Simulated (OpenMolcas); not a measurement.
Multiconfigurational calculation on Fe7+

Input:

```
&GATEWAY
Coord
1

Fe 0.0 0.0 0.0
Basis=ANO-RCC-VTZP
Group=XYZ
NoMove
AngMom=0.0 0.0 0.0
AMFI
&SEWARD
* reference wave functions (RASSCF and RASSI steps not shown): 1 electron in 5 orbitals (3d)
>>> COPY JOB001 $Project.JobIph
&CASPT2
XMultistate=5 1 2 3 4 5
Frozen=2 3
IPEA=0.25
Imaginary=0.1
MaxIter=60
WThr=0.0 0.3 0.05
PrWF=0.5
NoMix
```

Launched by
```bash
OMP_NUM_THREADS=1 MOLCAS_MEM=1689 MOLCAS_PROJECT=a pymolcas a.inp > a.log  # once for each step of the input, in one work folder
```

Output, cut to the results:

```
--- CASPT2 ---
Orbital specifications:
      -----------------------

      Symmetry species                           1   2
                                                ag  au
      Frozen orbitals                            2   3
      Inactive orbitals                          1   3
      Active orbitals                            5   0
      Secondary orbitals                        22  23
      Deleted orbitals                           0   0
      Number of basis functions                 30  29
Type of calculation                        XMS-CASPT2
      Fock operator                              state-average
      IPEA shift                                 0.25
      Real shift                                 0.00
      Imaginary shift                            0.10
      The input orbitals will be transformed to quasi-canonical
      The input states will be rotated to diagonalize the Fock operator
Reference energy:       -1256.5383478711
      E2 (Non-variational):      -0.2597469954
      Shift correction:          -0.0000446964
      E2 (Variational):          -0.2597916918
      Total energy:           -1256.7981395629
      Residual norm:              0.0000004596
      Reference weight:           0.96912
      Contributions to the CASPT2 correlation energy
      Active & Virtual Only:         -0.0000000000
      One Inactive Excited:          -0.0551514580
      Two Inactive Excited:          -0.2045955374
Reference energy:       -1256.5383478711
      E2 (Non-variational):      -0.2595081582
      Shift correction:          -0.0000445121
      E2 (Variational):          -0.2595526703
      Total energy:           -1256.7979005414
      Residual norm:              0.0000004584
      Reference weight:           0.96919
      Contributions to the CASPT2 correlation energy
      Active & Virtual Only:         -0.0000000000
      One Inactive Excited:          -0.0551559251
      Two Inactive Excited:          -0.2043522331
::    XMS-CASPT2 Root  1     Total energy:  -1256.79814134
::    XMS-CASPT2 Root  2     Total energy:  -1256.79806668
::    XMS-CASPT2 Root  3     Total energy:  -1256.79799131
::    XMS-CASPT2 Root  4     Total energy:  -1256.79793673
::    XMS-CASPT2 Root  5     Total energy:  -1256.79789914
```

In XMS-CASPT2 the single-state energies belong to rotated reference states; over a whole degenerate manifold the rotation is arbitrary, and only the multistate roots count.

Levels above the lowest, from the spin-orbit matrix with the multistate effective Hamiltonian, averaged by term, added to it:

```tsv
Configuration	Term	J	E (eV)	Measured (eV)	g	Term weight %
3d	²D	3/2	0.0000	0.0000	0.800	100
3d	²D	5/2	0.2242	0.2276	1.200	100
```

Against the measured value (Corliss and Sugar, J. Phys. Chem. Ref. Data 11, 135 (1982)): 3d ²D_5/2: computed 0.2242, measured 0.2276 eV (-1.5 %).

CASPT2 does not keep the components of a term degenerate, so their means are used; among the terms shown or strongly mixed into the levels shown the widest spread is 53 cm-1 (3d ²D). With one active electron, CASPT2 adds the correlation within the correlated inactive shells and between them and that electron, and leaves the splitting within a term as the reference gives it. Computed and measured levels are paired by configuration, term and J; levels that our copy of the source lacks, or whose pairing is in doubt (as where it misses far off the trend of its configuration), stay unpaired and out of the deviations. Levels of configurations outside the active space are missing.

The CASPT2 steps took 0.6 s on 1 thread of Arm Neoverse V1 (shared host); the integral step is not counted.

The term weight is that of the spin-free term in the level, not the purity of its configuration.
